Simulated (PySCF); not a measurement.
# Electronic absorption of C3H9NOSi3

Compound: C3H9NOSi3.
SMILES: `[SiH3]O[Si@H]1C[Si@H](C#N)C1`

Level of theory: PySCF 2.14.0, density-fitted response routines, TDDFT PBE0/def2-SVPD, vertical, gas phase, core orbitals frozen in the response. One conformer (not necessarily the lowest) at the GFN2-xTB geometry, without solvent, vibrations or thermal averaging. Torsions of this conformer, `[N:1]#[C:2][Si@H:3]1[CH2:4][Si@H:5]([O:6][SiH3:7])[CH2:8]1`: C4–Si5–O6–Si7 -39°.

```tsv
state	E (eV)	E (hartree)	f	|μ| (D)	main configurations (H = HOMO, L = LUMO)
S1	6.27	0.2303	0.0010	0.21	H-1→L (90%)
S2	6.52	0.2397	0.119	2.19	H→L (88%)
S3	6.65	0.2443	0.0003	0.11	H→L+2 (70%), H→L+1 (21%)
S4	6.73	0.2473	0.0014	0.24	H-1→L+2 (55%), H-1→L+1 (38%)
S5	6.78	0.2491	0.0012	0.22	H→L+1 (64%), H→L+2 (15%)
S6	6.82	0.2507	0.0053	0.45	H-2→L (34%), H-1→L+1 (31%), H-1→L+2 (27%)
S7	7.09	0.2604	0.151	2.37	H-2→L (52%), H-1→L+1 (22%), H-1→L+2 (9%)
S8	7.12	0.2618	0.0038	0.37	H-2→L+1 (30%), H-2→L+2 (19%), H-5→L (11%)
```

Triplets, Tamm–Dancoff:

```
state  E (eV)  λ (nm)  main configurations (H = HOMO, L = LUMO)
   T1    5.70   217.5       H→L (26%), H-2→L (26%), H-7→L (14%)
   T2    5.96   207.9                               H-1→L (77%)
   T3    6.13   202.1                   H→L (34%), H-5→L+1 (9%)
```

The lowest singlet lies at 6.27 eV (198 nm, vacuum ultraviolet) and is very weak; its leading configuration is HOMO-1→LUMO (90%). The most intense listed level is S7 at 7.09 eV (175 nm, f = 0.151), 0.82 eV above S1. Löwdin shares by element: HOMO (one of a set within 0.03 eV) carbon 39% or more, oxygen 20%, silicon 15% or more (atoms not listed hold the other 27%); LUMO carbon 28% or more, silicon 23% or more, nitrogen 18% (atoms not listed hold the other 31%). The oscillator strengths of these states sum to 0.282; summed over the whole spectrum of an exact calculation they would give the number of electrons, 84 (Thomas–Reiche–Kuhn). Weighted by f, the mean energy of these states is 6.84 eV. The listed states span 0.86 eV. The window holds the lowest 8 singlets.

Time: 61 s. Hardware: one thread, Arm Neoverse V1, no GPU (shared host).
